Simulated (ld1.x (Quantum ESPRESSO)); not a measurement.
# Reading a pseudo-wave (manganese)

Columns: radius, all-electron u(r) and pseudo u(r) of the 3d shell (level -24.41 eV) of manganese in the configuration [Ne] 3s2 3p6 3d5 4s0 4p0; PW91, scalar-relativistic, TM scheme, ld1.x (Quantum ESPRESSO) 7.5.

```csv
r (bohr),all-electron,pseudo
0.103,0.0643,0.0066
0.205,0.2605,0.0492
0.308,0.4868,0.1519
0.410,0.6724,0.3139
0.513,0.8023,0.5163
0.615,0.8770,0.7184
0.718,0.9077,0.8860
0.820,0.9060,0.9899
0.923,0.8827,1.0255
1.025,0.8464,1.0020
1.128,0.8020,0.9388
1.230,0.7542,0.8573
1.332,0.7051,0.7727
1.435,0.6556,0.6938
1.538,0.6073,0.6253
1.640,0.5612,0.5680
1.743,0.5170,0.5187
1.845,0.4755,0.4758
1.948,0.4362,0.4362
2.050,0.3998,0.3998
2.153,0.3656,0.3656
2.255,0.3341,0.3341
2.358,0.3047,0.3047
2.460,0.2779,0.2779
2.562,0.2532,0.2532
2.665,0.2302,0.2302
```

(1) How many radial nodes do the two functions have?

(2) At about which radius was the pseudo-wave matched?

(3) Is the pseudo-wave norm-conserving?

Results:

(1) The all-electron 3d function has n − l − 1 = 0; the pseudo-wave has 0.

(2) 2.05 bohr. The columns agree to 0.0005 from 1.84 bohr on; several derivatives are matched, so the curves merge somewhat inside the radius.

(3) Yes: the TM scheme keeps the norm inside the radius equal to the all-electron one, which fixes the energy derivative of the logarithmic derivative at the level.
